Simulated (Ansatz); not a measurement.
Cl2Sn, singlet, geometry from GFN2-xTB (such geometries of metal compounds can be far from the true shape) (core potentials on Sn); PBE/def2-SV(P) run with Ansatz (a quantum-chemistry and plane-wave program).

Ansatz was given this input:
Ansatz 0.2 input:
```yaml
crystal:
  periodic: [false, false, false]
  atoms:
    - {symbol: Sn, position_ang: [0.01027658, -0.01020405, 0.62162910]}
    - {symbol: Cl, position_ang: [1.12595238, 1.42639629, -0.90985620]}
    - {symbol: Cl, position_ang: [-1.15617762, -1.39638439, -0.91846469]}
basis:
  gaussian:
    orbitals: def2-SV_P_.json
hamiltonian:
  xc: pbe
```
The basis file holds def2-SV(P) in the JSON format of the Basis Set Exchange.

The log (banner, timings and long lists left out):

```
Functional definition: PBE
681 factors; their error is unknown
mean field evaluation 1: about -30860.2402 eV, gradient 2.1e1 eV
mean field evaluation 2: about -30852.2583 eV, gradient 5.3e1 eV
mean field evaluation 4: about -30861.5694 eV, gradient 1.5e0 eV
mean field evaluation 8: about -30861.5512 eV, gradient 1.1e-2 eV
mean field -30861.55119973 eV, -1134.1410878795 hartree, gradient 1.7e-5 eV, S^2 0.000000; 0 other end points of the search recorded, 0 dependent functions left out
reference -30861.55122781 eV, -1134.1410889111 hartree; 28, 28 occupied and 34, 34 virtual orbitals, 681 factors
Total energy: -30861.55122781 eV, -1134.1410889111 hartree
```
